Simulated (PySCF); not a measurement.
# The 2-electron isoelectronic series, spin-free X2C

All values are computed (PySCF 2.14, energy differences of UHF-based or UKS calculations, no spin-orbit coupling). Each ion has its own even-tempered basis scaled to its charge (17s7p4d3f3g for the first); frozen: nothing. Ionisation energies in eV, correlation energies of the ion in mhartree.

```tsv
ion	configuration	UHF	LDA	PBE	PBE0	r2SCAN	MP2 (all electrons)	CCSD (all electrons)	E_corr MP2	E_corr CCSD(T)	NIST (with spin-orbit, Breit and QED)
Ru⁴²⁺	1s2 (1S)	26265.4	26217.4	26261.8	26262.9	26268.2	26266.9	26266.9	-54.0	-54.3	26229.9 (t)
Pd⁴⁴⁺	1s2 (1S)	28817.2	28766.6	28813.7	28814.8	28820.3	28818.7	28818.7	-54.8	-55.1	28776.0 (t)
Ag⁴⁵⁺	1s2 (1S)	30141.6	30089.6	30138.0	30139.2	30144.7	30143.1	30143.1	-55.3	-55.6	30097.3 (t)
Cd⁴⁶⁺	1s2 (1S)	31498.5	31445.2	31495.0	31496.2	31501.8	31500.0	31500.0	-55.7	-56.0	31451.1 (t)
In⁴⁷⁺	1s2 (1S)	32888.4	32833.8	32885.0	32886.1	32891.8	32889.9	32889.9	-56.2	-56.5	32837.6 (t)
Sn⁴⁸⁺	1s2 (1S)	34311.4	34255.5	34308.1	34309.2	34315.0	34313.0	34313.0	-56.7	-57.0	34257.1 (t)
Sb⁴⁹⁺	1s2 (1S)	35768.0	35710.7	35764.8	35765.9	35771.7	35769.6	35769.6	-57.2	-57.5	35710.0 (t)
Te⁵⁰⁺	1s2 (1S)	37258.3	37199.6	37255.2	37256.2	37262.2	37259.9	37259.9	-57.7	-58.0	37196.5 (t)
I⁵¹⁺	1s2 (1S)	38782.8	38722.8	38779.9	38780.9	38786.9	38784.4	38784.4	-58.2	-58.5	38717.0 (t)
```

(1) Interpolate the row of Rh⁴³⁺.

Each ion has its own basis, which adds noise of up to about 0.1 % along the series.

NIST values marked (s) are semi-empirical, (t) theoretical. Open shells are high-spin determinants of the terms that Hund's rules give.

At high Z the X2C-1e correlation energies are inflated by the missing two-electron picture change in the 1s pairs.

Answers

(1) configuration 1s2 (1S); UHF 27525.3; LDA 27475.9; PBE 27521.7; PBE0 27522.8; r2SCAN 27528.2; MP2 (all electrons) 27526.7; CCSD (all electrons) 27526.7; E_corr MP2 -54.4; E_corr CCSD(T) -54.7; NIST (with spin-orbit, Breit and QED) 27487.0 (t).
